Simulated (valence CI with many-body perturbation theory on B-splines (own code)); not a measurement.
## E1 transitions of Ta68+

Computed by configuration interaction combined with many-body perturbation theory (CI+MBPT): three valence electrons over a frozen Dirac-Fock core [He], radial functions for each j: 11 s, 11 p, 10 d, 8 f, 5 g, 2 h, with the one-electron correlation potential Σ1, the two-electron term Σ2, the three-electron term Σ3, Breit, model QED; selected CI, second order for the rest, scaled by the run's own slope (own B-spline code, finite nucleus).

No measured spectrum was set against this ion. As an estimate, large intervals hold to a few tenths of a per cent, small ones and those within an open d or f shell to about a per cent.

Lines 201 to 250 of 574 in falling wavelength, among levels below 14919 eV, chosen from the strongest by gf and those to the six lowest levels. Wavelengths and rates use the calculated energies. Electric multipoles are in the length gauge with retardation, E1 and E2 with the static RPA response of the core. Weak lines are less certain than strong ones. Lines between different terms over intervals too small for the method are left out, as are lines whose strength nearly cancels.

Levels are named by their leading jj configuration (3d3/2^4 stands for four electrons in 3d with j = 3/2), which in mixed levels can hold well under half, so a name can repeat and another be missing. Letters in brackets count levels of one name in rising energy.

| λ vac (nm) | Upper | Lower | A (s⁻¹) | S (a.u.) |
| --- | --- | --- | --- | --- |
| 0.7502 | (2p1/2 2p3/2 3d3/2) J=1/2 [b] | (2s 2p1/2 3d3/2) J=1/2 | 6.50e+12 | 2.71e-03 |
| 0.7502 | (2s 2p3/2 3p1/2) J=1/2 | (2s^2 3p1/2) J=1/2 | 1.05e+13 | 4.36e-03 |
| 0.7500 | (2p1/2 2p3/2 3p1/2) J=1/2 | (2s 2p1/2 3p1/2) J=1/2 [a] | 6.81e+12 | 2.84e-03 |
| 0.7500 | (2s 2p3/2 3s) J=1/2 | (2s^2 3s) J=1/2 | 1.04e+13 | 4.34e-03 |
| 0.7499 | (2p1/2 2p3/2 3d5/2) J=3/2 [b] | (2s 2p1/2 3d5/2) J=5/2 [b] | 5.25e+12 | 4.37e-03 |
| 0.7496 | (2s 2p3/2 3p1/2) J=3/2 [b] | (2s^2 3p1/2) J=1/2 | 9.98e+12 | 8.30e-03 |
| 0.7486 | (2p1/2 2p3/2 3p3/2) J=5/2 [b] | (2s 2p1/2 3p3/2) J=3/2 [b] | 3.53e+12 | 4.39e-03 |
| 0.7485 | (2p3/2^2 3p3/2) J=3/2 [b] | (2s 2p3/2 3p3/2) J=5/2 [b] | 6.52e+12 | 5.39e-03 |
| 0.7484 | (2p1/2 2p3/2 3d3/2) J=3/2 [a] | (2s 2p1/2 3d3/2) J=3/2 [a] | 5.91e+12 | 4.89e-03 |
| 0.7480 | (2p1/2 2p3/2 3d5/2) J=7/2 [b] | (2s 2p1/2 3d5/2) J=7/2 | 3.66e+12 | 6.05e-03 |
| 0.7480 | (2p3/2^2 3s) J=1/2 | (2s 2p3/2 3s) J=1/2 | 5.46e+12 | 2.25e-03 |
| 0.7480 | (2p1/2 2p3/2 3d3/2) J=5/2 [a] | (2s 2p1/2 3d3/2) J=3/2 [a] | 3.34e+12 | 4.14e-03 |
| 0.7476 | (2p1/2 2p3/2 3p3/2) J=5/2 [b] | (2s 2p1/2 3p3/2) J=5/2 | 3.28e+12 | 4.06e-03 |
| 0.7475 | (2p1/2 2p3/2 3d5/2) J=1/2 | (2s 2p1/2 3d5/2) J=3/2 | 7.36e+12 | 3.04e-03 |
| 0.7475 | (2p3/2^2 3d3/2) J=3/2 [b] | (2s 2p3/2 3d3/2) J=3/2 [b] | 3.29e+12 | 2.72e-03 |
| 0.7474 | (2p3/2^2 3d5/2) J=5/2 [b] | (2s 2p3/2 3d5/2) J=7/2 [b] | 6.13e+12 | 7.58e-03 |
| 0.7473 | (2s 2p3/2 3d5/2) J=5/2 [b] | (2s^2 3d5/2) J=5/2 | 6.22e+12 | 7.69e-03 |
| 0.7473 | (2p1/2 2p3/2 3p1/2) J=3/2 [a] | (2s 2p1/2 3p1/2) J=1/2 [a] | 4.30e+12 | 3.54e-03 |
| 0.7472 | (2s 2p3/2 3p3/2) J=3/2 [b] | (2s^2 3p3/2) J=3/2 | 9.91e+12 | 8.16e-03 |
| 0.7472 | (2s 2p3/2 3d5/2) J=3/2 [b] | (2s^2 3d5/2) J=5/2 | 8.96e+12 | 7.38e-03 |
| 0.7470 | (2s 2p3/2 3s) J=3/2 [b] | (2s^2 3s) J=1/2 | 9.81e+12 | 8.07e-03 |
| 0.7470 | (2s 2p3/2 3d3/2) J=1/2 [b] | (2s^2 3d3/2) J=3/2 | 1.04e+13 | 4.30e-03 |
| 0.7467 | (2p1/2 2p3/2 3d5/2) J=3/2 [a] | (2s 2p1/2 3d5/2) J=5/2 [a] | 3.17e+12 | 2.60e-03 |
| 0.7466 | (2p3/2^2 3p3/2) J=5/2 | (2s 2p3/2 3p3/2) J=3/2 [a] | 2.55e+12 | 3.15e-03 |
| 0.7466 | (2p3/2^2 3d5/2) J=3/2 | (2s 2p3/2 3d5/2) J=1/2 | 2.64e+12 | 2.17e-03 |
| 0.7461 | (2p1/2 2p3/2 3d5/2) J=5/2 [a] | (2s 2p1/2 3d5/2) J=5/2 [a] | 2.76e+12 | 3.39e-03 |
| 0.7458 | (2p1/2 2p3/2 3s) J=3/2 [a] | (2s 2p1/2 3s) J=1/2 [a] | 5.95e+12 | 4.87e-03 |
| 0.7455 | (2p1/2 2p3/2 3d3/2) J=1/2 [a] | (2s 2p1/2 3d3/2) J=3/2 [a] | 7.51e+12 | 3.07e-03 |
| 0.7454 | (2s 2p3/2 3p3/2) J=1/2 [b] | (2s^2 3p3/2) J=3/2 | 9.68e+12 | 3.96e-03 |
| 0.7435 | (2p3/2^2 3s) J=3/2 | (2s 2p3/2 3s) J=3/2 [a] | 6.20e+12 | 5.03e-03 |
| 0.7429 | (2p3/2^2 3d3/2) J=7/2 | (2s 2p3/2 3d3/2) J=7/2 | 6.28e+12 | 1.02e-02 |
| 0.7429 | (2p3/2^2 3d3/2) J=3/2 [a] | (2s 2p3/2 3d3/2) J=3/2 [a] | 3.51e+12 | 2.84e-03 |
| 0.7414 | (2p3/2^2 3p1/2) J=3/2 | (2s 2p3/2 3p1/2) J=3/2 [a] | 7.06e+12 | 5.68e-03 |
| 0.7414 | (2p3/2^2 3p3/2) J=7/2 | (2s 2p3/2 3p3/2) J=7/2 | 6.64e+12 | 1.07e-02 |
| 0.7413 | (2p3/2^2 3p1/2) J=5/2 | (2s 2p3/2 3p1/2) J=5/2 | 7.29e+12 | 8.80e-03 |
| 0.7411 | (2s 2p1/2 2p3/2) J=1/2 | (2s^2 2p1/2) J=1/2 | 1.12e+13 | 4.49e-03 |
| 0.7411 | (2p3/2^2 3d5/2) J=5/2 [a] | (2s 2p3/2 3d5/2) J=3/2 [a] | 2.02e+12 | 2.43e-03 |
| 0.7404 | (2p1/2 2p3/2^2) J=3/2 | (2s 2p1/2 2p3/2) J=5/2 | 8.78e+11 | 7.03e-04 |
| 0.7404 | (2p3/2^2 3d5/2) J=7/2 | (2s 2p3/2 3d5/2) J=9/2 | 1.95e+12 | 3.12e-03 |
| 0.7402 | (2s 2p1/2 2p3/2) J=3/2 [b] | (2s^2 2p1/2) J=1/2 | 1.02e+13 | 8.15e-03 |
| 0.7402 | (2p3/2^2 3d3/2) J=3/2 [a] | (2s 2p3/2 3d3/2) J=5/2 [a] | 2.87e+12 | 2.30e-03 |
| 0.7401 | (2p3/2^2 3d5/2) J=9/2 | (2s 2p3/2 3d5/2) J=9/2 | 6.19e+12 | 1.24e-02 |
| 0.7393 | (2p3/2^2 3d3/2) J=5/2 | (2s 2p3/2 3d3/2) J=5/2 [a] | 4.28e+12 | 5.12e-03 |
| 0.7381 | (2p1/2 2p3/2 3d5/2) J=5/2 [b] | (2s 2p1/2 3d5/2) J=5/2 [a] | 1.93e+12 | 2.30e-03 |
| 0.7377 | (2p1/2 2p3/2^2) J=1/2 | (2s 2p1/2 2p3/2) J=3/2 [b] | 1.14e+13 | 4.54e-03 |
| 0.7368 | (2p1/2 2p3/2^2) J=1/2 | (2s 2p1/2 2p3/2) J=1/2 | 5.34e+12 | 2.11e-03 |
| 0.7366 | (2p3/2^2 3s) J=5/2 | (2s 2p3/2 3s) J=5/2 | 7.17e+12 | 8.48e-03 |
| 0.7360 | (2p3/2^2 3d5/2) J=5/2 [a] | (2s 2p3/2 3d5/2) J=7/2 [a] | 3.61e+12 | 4.26e-03 |
| 0.7357 | (2p1/2^2 2p3/2) J=3/2 | (2s 2p1/2^2) J=1/2 | 7.60e+12 | 5.97e-03 |
| 0.7351 | (2s 2p3/2^2) J=1/2 | (2s^2 2p3/2) J=3/2 | 8.79e+12 | 3.45e-03 |
